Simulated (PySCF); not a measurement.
# Hartree-Fock beside MP2: AlBH4N

Calculated results; nothing here was measured. They come from PySCF 2.14.0, an open-source quantum chemistry program, on an isolated molecule that a program drew, which may never have been made. The molecule is AlBH4N (charge 0, doublet), drawn as the SMILES string `B[NH][AlH]`.

The geometry was optimised and harmonic frequencies were computed with HF and MP2, all in the cc-pV(D+d)Z basis, for the commonest isotopes, with a restricted reference for singlets and an unrestricted one otherwise, and a frozen core in MP2. Each result is a local minimum of its method.

Geometry at the HF minimum:
```xyz
7
AlBH4N, angstrom
B    -0.2686   -0.7319   -0.5587
N    -0.1439   -0.9209    0.8315
Al   -0.4923    0.2962    2.1274
H    -0.6428    0.3353   -0.9775
H    -0.0077   -1.6181   -1.3317
H     0.1731   -1.8360    1.1042
H    -0.2561   -0.2139    3.6181
```

Lengths of the bonds as drawn, in Å (atoms numbered as above):
```
bond,HF,MP2
B1-N2,1.408,1.420
N2-Al3,1.812,1.833
B1-H4,1.206,1.211
B1-H5,1.205,1.210
N2-H6,1.006,1.023
Al3-H7,1.593,1.593
```

Rotational constants, in GHz:
```
constant     HF    MP2
       A  49.83  47.22
       B  5.655  5.636
       C  5.078  5.035
```

Harmonic frequencies in cm^-1, each column in rising order, so a row needn't be the same motion in every method:
| rank | HF | MP2 |
|---|---|---|
| 1 | 209 | 182 |
| 2 | 240 | 215 |
| 3 | 355 | 347 |
| 4 | 612 | 582 |
| 5 | 718 | ? |
| 6 | 876 | 848 |
| 7 | 993 | 935 |
| 8 | 1105 | 1039 |
| 9 | 1219 | 1168 |
| 10 | 1341 | 1243 |
| 11 | 1442 | 1373 |
| 12 | 1911 | 1895 |
| 13 | 2636 | 2596 |
| 14 | 2695 | 2675 |
| 15 | 3762 | 3574 |

**Estimate the missing MP2 frequency from the HF column.**

A single factor s that minimises the squared misfit of MP2 against s times HF over the other rows is sum(HF x MP2) / sum(HF^2) = 0.9664, with an rms misfit of 37 cm^-1. For rank 5 it gives 0.9664 x 718 = 694 cm^-1. The calculation gives 684 cm^-1, 10 cm^-1 below the estimate. The drawn bonds are on average 0.8 % longer in MP2 than in HF.
